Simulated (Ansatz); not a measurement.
Mg₂Al₂ (the lowest singlet isomer of a short search) was relaxed with PBE0-D4 (def2-TZVP) in Ansatz in these states: charge +1 doublet, neutral quintet, neutral triplet. The geometries follow in no particular order.

A:

```xyz
4

Al    0.3848    0.5962    1.4800
Al   -1.5967    0.2879   -0.2474
Mg    0.2473   -1.8602    0.0482
Mg    0.9646    0.9761   -1.2809
```

B:

```
atom   x (Å)   y (Å)   z (Å)
 Al1   1.129  -0.840   0.828
 Al2   0.858   1.213  -0.676
 Mg3  -1.488   0.700   1.223
 Mg4  -0.498  -1.073  -1.375
```

C:

```xyz
4

Al   -0.1364    0.7393   -1.7306
Al   -1.1618   -1.3185   -0.6581
Mg    1.2324    1.4623    0.5830
Mg    0.0659   -0.8831    1.8057
```

Q: Judge from the bond lengths which geometry belongs to which state (an estimate).

A: A is the charge +1 doublet (Al1–Mg4 2.847 Å, Al2–Mg3 2.846 Å, Mg3–Mg4 3.213 Å); B is the neutral triplet (Al1–Mg4 2.748 Å, Al2–Mg3 3.061 Å, Mg3–Mg4 3.298 Å); C is the neutral quintet (Al1–Mg4 3.896 Å, Al2–Mg3 3.874 Å, Mg3–Mg4 2.891 Å).

At PBE0-D4/def2-TZVP a broken-symmetry singlet lies 0.09 eV below the neutral triplet. At PBE0-D4/def2-TZVP a broken-symmetry singlet lies 0.87 eV below the neutral quintet. These are the stationary points nearest to one start from a short search; other shapes may lie lower in each state.
